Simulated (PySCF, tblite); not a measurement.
Isomers of C3H12NOSi2 (doublet state), one GFN2-xTB conformer each. Single-point energies are computed at B3LYP/pcH-1 (PySCF, gas phase, no added dispersion term), electronic only. GFN2-xTB treats the open shell by occupation alone, and not every SCF solution was tested for stability.

```csv
SMILES,GFN2-xTB relative energy (kcal/mol)
CN[SiH][SiH2]COC,0.0
C[N][SiH2][SiH2]COC,8.8
```

Conformers: `[CH3:1][NH:2][SiH:3][SiH2:4][CH2:5][O:6][CH3:7]` (doublet state) with C1–N2–Si3–Si4 -47°, N2–Si3–Si4–C5 -162°, Si3–Si4–C5–O6 -16°, Si4–C5–O6–C7 178°; `[CH3:1][N:2][SiH2:3][SiH2:4][CH2:5][O:6][CH3:7]` (doublet state) with C1–N2–Si3–Si4 -88°, N2–Si3–Si4–C5 -71°, Si3–Si4–C5–O6 -178°, Si4–C5–O6–C7 180°.

Problem. What does B3LYP/pcH-1 give for the same structures?

Solution. 
```tsv
SMILES	B3LYP/pcH-1 E (Eh)	B3LYP/pcH-1 (kcal/mol)	GFN2-xTB (kcal/mol)	point group
CN[SiH][SiH2]COC	-830.49246	0.0	0.0	C1
C[N][SiH2][SiH2]COC	-830.46876	14.9	8.8	C1
```

Both levels put the same isomer lowest. As drawn, the lower has an N–H bond, which the higher lacks.

Problem. What happens when harmonic zero-point energies from GFN2-xTB frequencies are added?

Solution. 
| SMILES | ZPE (kcal/mol) | electronic (kcal/mol) | with ZPE (kcal/mol) |
| --- | --- | --- | --- |
| CN[SiH][SiH2]COC | 91.3 | 0.0 | 0.0 |
| C[N][SiH2][SiH2]COC | 88.1 | 14.9 | 11.7 |

The zero-point energies span 3.2 kcal/mol. The order is unchanged.
